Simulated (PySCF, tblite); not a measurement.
Species: C3H12SSi4.
Cartesian coordinates in Å at the GFN2-xTB level; atoms count from 1:
```xyz
20
C3H12SSi4 angstrom
C     -3.616    0.175    0.515
C     -2.441   -0.065    1.071
Si    -1.010    1.154    1.132
Si     0.583    0.209   -0.313
Si    -0.085    0.005   -2.548
Si     2.020   -1.435    0.580
C      3.333   -0.041    0.509
S      2.451    1.402   -0.204
H     -4.411   -0.554    0.482
H     -3.841    1.129    0.065
H     -2.276   -1.041    1.511
H     -1.504    2.474    0.718
H     -0.595    1.276    2.539
H     -0.213    1.278   -3.257
H     -1.414   -0.614   -2.506
H      0.772   -0.858   -3.368
H      1.874   -1.915    1.960
H      2.463   -2.576   -0.230
H      4.182   -0.256   -0.137
H      3.723    0.262    1.478
```

Level of theory: PBE0/pcSseg-1 in PySCF (dipole) on a GFN2-xTB geometry, gas phase.

Masses are those of the commonest isotopes; rigid-rotor values at the optimised geometry. The values belong to one conformer with, in the numbering `[CH2:1]=[CH:2][SiH2:3][Si@:4]1([SiH3:5])[SiH2:6][CH2:7][S:8]1`, C1–C2–Si3–Si4 -111°, C2–Si3–Si4–Si5 62°.

**Question.** Give the principal moments of inertia and the rotational constants in MHz.

**Answer.** Ia = 461.60, Ib = 930.61, Ic = 1050.58 u·Å²; 505379 MHz·u·Å²/I gives A = 1095, B = 543.1, C = 481.0 MHz.

**Question.** What kind of rotor is it?

**Answer.** An asymmetric top; Ray's κ = -0.798.

**Question.** What does the inertial defect say?

**Answer.** Not planar: Δ = Ic − Ia − Ib = -341.62 u·Å². For a rigid frame Δ = −2 Σ m c², so Σ m c² = 170.81 u·Å² lies off the ab plane: 23.62 from hydrogen and 147.20 from heavier atoms. The atom farthest from that plane is 2.65 Å away.

**Question.** Give the other two planar moments, Paa and Pbb, and the rms extents of the mass along the axes.

**Answer.** Paa = Σ m a² = (Ib + Ic − Ia)/2 = 759.80 and Pbb = Σ m b² = (Ia + Ic − Ib)/2 = 290.79 u·Å². With the mass M = 191.97 u, the rms extents √(P/M) along a, b and c are 1.99, 1.23, 0.94 Å.

**Question.** Where do the levels up to J = 4 lie, in cm⁻¹?

**Answer.** Above 0(0,0):
J = 1: 1(0,1) 0.0342, 1(1,1) 0.0526, 1(1,0) 0.0546
J = 2: 2(0,2) 0.1023, 2(1,2) 0.1188, 2(1,1) 0.1250, 2(2,1) 0.1802, 2(2,0) 0.1804
J = 3: 3(0,3) 0.2041, 3(1,3) 0.2181, 3(1,2) 0.2305, 3(2,2) 0.2827, 3(2,1) 0.2835, 3(3,1) 0.3800, 3(3,0) 0.3800
J = 4: 4(0,4) 0.3392, 4(1,4) 0.3503, 4(1,3) 0.3709, 4(2,3) 0.4192, 4(2,2) 0.4216, 4(3,2) 0.5170, 4(3,1) 0.5170, 4(4,1) 0.6528, 4(4,0) 0.6528
Those of J = 1 are B + C, A + C and A + B.

**Question.** Which lines would a microwave search look for?

**Answer.** The dipole components are |μa| = 0.75 D, |μb| = 0.38 D, |μc| = 1.95 D. The squared components, which scale the intensities, stand as 0.15 : 0.04 : 1.00 (a : b : c). Some lines, for components of 0.1 D or more:

| type | branch | J(Ka,Kc) | MHz | lower level (cm⁻¹) |
| --- | --- | --- | --- | --- |
| c | Q | 2(1,2) ← 2(0,2) | 495 | 0.102 |
| c | Q | 1(1,1) ← 1(0,1) | 552 | 0.034 |
| b | Q | 1(1,0) ← 1(0,1) | 614 | 0.034 |
| b | Q | 2(1,1) ← 2(0,2) | 681 | 0.102 |
| a | R | 1(0,1) ← 0(0,0) | 1024 | 0.000 |
| b | R | 2(0,2) ← 1(1,1) | 1491 | 0.053 |
| b | R | 1(1,1) ← 0(0,0) | 1576 | 0.000 |
| c | R | 1(1,0) ← 0(0,0) | 1638 | 0.000 |
| c | Q | 2(2,1) ← 2(1,1) | 1655 | 0.125 |
| b | Q | 2(2,0) ← 2(1,1) | 1660 | 0.125 |
| b | Q | 2(2,1) ← 2(1,2) | 1841 | 0.119 |
| a | R | 2(1,2) ← 1(1,1) | 1986 | 0.053 |
| a | R | 2(0,2) ← 1(0,1) | 2043 | 0.034 |
| a | R | 2(1,1) ← 1(1,0) | 2110 | 0.055 |
| b | R | 2(1,2) ← 1(0,1) | 2538 | 0.034 |
| c | R | 2(1,1) ← 1(0,1) | 2724 | 0.034 |
| b | R | 2(2,1) ← 1(1,0) | 3766 | 0.055 |
| c | R | 2(2,0) ← 1(1,0) | 3771 | 0.055 |
| c | R | 2(2,1) ← 1(1,1) | 3828 | 0.053 |
| b | R | 2(2,0) ← 1(1,1) | 3833 | 0.053 |

**Question.** Estimate the classical rotational partition function at 50 K, 298.15 K and 500 K.

**Answer.** Point group C1, symmetry number σ = 1; q = (√π/σ)·√((kT/h)³/(ABC)), k/h = 20836.6 MHz/K: 111000 at 50 K, 1620000 at 298.15 K, 3520000 at 500 K.

Its GFN2-xTB frequencies are all real (lowest 16 cm⁻¹). No vibrational averaging or centrifugal distortion is included, and the geometry carries the error of its method. A rigid rotor knows nothing of internal rotation, which can split or shift real lines.

The run took 2.7 min wall on one thread, Intel Xeon at 2.50 GHz (x86_64), shared host, and the process peaked at 1.1 GiB of memory. This is the PBE0/pcSseg-1 job that gave the dipole, with the shieldings it also computed.
